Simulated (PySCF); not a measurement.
## SMILES CO[C@H]1C[C@@H]1C#N, C5H7NO

Molfile (atoms numbered from 1):
```
C5H7NO
     RDKit          3D

 14 14  0  0  0  0  0  0  0  0999 V2000
    2.1030    0.1295    0.3714 C   0  0  0  0  0  0  0  0  0  0  0  0
    0.9658   -0.6452    0.6855 O   0  0  0  0  0  0  0  0  0  0  0  0
   -0.0266   -0.5774   -0.2739 C   0  0  1  0  0  0  0  0  0  0  0  0
   -1.4164   -0.9154    0.1312 C   0  0  0  0  0  0  0  0  0  0  0  0
   -1.0715    0.5287   -0.1654 C   0  0  2  0  0  0  0  0  0  0  0  0
   -1.5475    1.1370   -1.3522 C   0  0  0  0  0  0  0  0  0  0  0  0
   -1.9128    1.6233   -2.3229 N   0  0  0  0  0  0  0  0  0  0  0  0
    1.8521    1.1931    0.2910 H   0  0  0  0  0  0  0  0  0  0  0  0
    2.8088   -0.0194    1.1854 H   0  0  0  0  0  0  0  0  0  0  0  0
    2.5532   -0.1994   -0.5721 H   0  0  0  0  0  0  0  0  0  0  0  0
    0.2996   -0.8401   -1.2800 H   0  0  0  0  0  0  0  0  0  0  0  0
   -2.0392   -1.4461   -0.5726 H   0  0  0  0  0  0  0  0  0  0  0  0
   -1.5828   -1.1688    1.1661 H   0  0  0  0  0  0  0  0  0  0  0  0
   -0.9863    1.1998    0.6813 H   0  0  0  0  0  0  0  0  0  0  0  0
  1  2  1  0
  2  3  1  0
  3  4  1  0
  4  5  1  0
  5  6  1  0
  6  7  3  0
  5  3  1  0
  1  8  1  0
  1  9  1  0
  1 10  1  0
  3 11  1  6
  4 12  1  0
  4 13  1  0
  5 14  1  1
M  END
```

Method: TDDFT BHandHLYP/def2-SVPD circular dichroism and optical rotation, one conformer, gas phase (PySCF). Geometry: GFN2-xTB.

The molecule is flexible and this is one conformer; a measurement averages over conformers.

Task: Draw the ECD and absorption spectra from the lowest 8 states, each a Gaussian of half-width 0.35 eV at 1/e height.

Result: 
| E (eV) | λ (nm) | Δε (L mol⁻¹ cm⁻¹) | ε (L mol⁻¹ cm⁻¹) |
| --- | --- | --- | --- |
| 6.62 | 187 | -0.05 | 5.92 |
| 6.72 | 185 | -0.12 | 13.8 |
| 6.82 | 182 | -0.21 | 30.4 |
| 6.92 | 179 | -0.34 | 67.1 |
| 7.02 | 177 | -0.50 | 151 |
| 7.12 | 174 | -0.68 | 332 |
| 7.22 | 172 | -0.86 | 678 |
| 7.32 | 169 | -0.92 | 1230 |
| 7.42 | 167 | -0.61 | 1960 |
| 7.52 | 165 | +0.37 | 2690 |
| 7.62 | 163 | +2.03 | 3210 |
| 7.72 | 161 | +3.77 | 3350 |
| 7.82 | 159 | +4.45 | 3090 |
| 7.92 | 157 | +3.03 | 2590 |
| 8.02 | 155 | -0.63 | 2070 |
| 8.12 | 153 | -5.66 | 1700 |
| 8.22 | 151 | -10.55 | 1590 |
| 8.32 | 149 | -13.98 | 1840 |
| 8.42 | 147 | -15.33 | 2550 |
| 8.52 | 146 | -15.06 | 3800 |
| 8.62 | 144 | -14.41 | 5580 |
| 8.72 | 142 | -14.50 | 7580 |

Δε uses R in velocity form, ε uses f in length form. Only the states computed contribute, so the short-wavelength end is incomplete.
